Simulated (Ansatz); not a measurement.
Geometry optimisation, RKS PBE/def2-SVP in Ansatz 0.2.0.

Input:

```yaml
crystal:
  periodic: [false, false, false]
  atoms:
    - { symbol: Ga, position_ang: [0.0, 0.0, 0.0] }
    - { symbol: O, position_ang: [0.0, 0.0, 1.79] }
    - { symbol: H, position_ang: [-0.9095, -0.2814, 2.1271] }
    - { symbol: Cl, position_ang: [1.9398, 0.0, -1.12] }
    - { symbol: Cl, position_ang: [-1.9398, 0.0, -1.12] }
basis:
  gaussian: { orbitals: def2-SVP }
hamiltonian:
  xc: pbe
relax:
  f_tol: 0.02
  max_steps: 40
```

Run as:

```bash
$ ansatz run input.yaml --threads 2 --pin off --max-ram 3072MiB --backend cpu --events-out ev --progress --plain --runs-dir out
```

Where does it end, and by what steps?

It converged. After 4 steps the energy has fallen by 0.168 eV; O2 moved furthest, 0.13 Å.

```json
{"step": "0", "energy less start (eV)": "0.0000", "largest force component (eV/Å)": "1.209", "accepted": "yes"}
{"step": "1", "energy less start (eV)": "-0.0392", "largest force component (eV/Å)": "2.686", "accepted": "yes"}
{"step": "2", "energy less start (eV)": "-0.1668", "largest force component (eV/Å)": "0.096", "accepted": "yes"}
{"step": "3", "energy less start (eV)": "-0.1671", "largest force component (eV/Å)": "0.146", "accepted": "yes"}
{"step": "4", "energy less start (eV)": "-0.1679", "largest force component (eV/Å)": "0.008", "accepted": "yes"}
```

```xyz
5
Properties=species:S:1:pos:R:3
Ga -0.014 -0.035 -0.027
O 0.016 -0.121 1.757
H -0.891 -0.157 2.117
Cl 1.854 0.047 -1.063
Cl -1.875 -0.014 -1.107
```

Whether the end is a true minimum wasn't checked by a vibrational analysis.

Run time: 8.2 s on 2 threads of Arm Neoverse V1, on a shared host, peak memory 0.13 GiB.
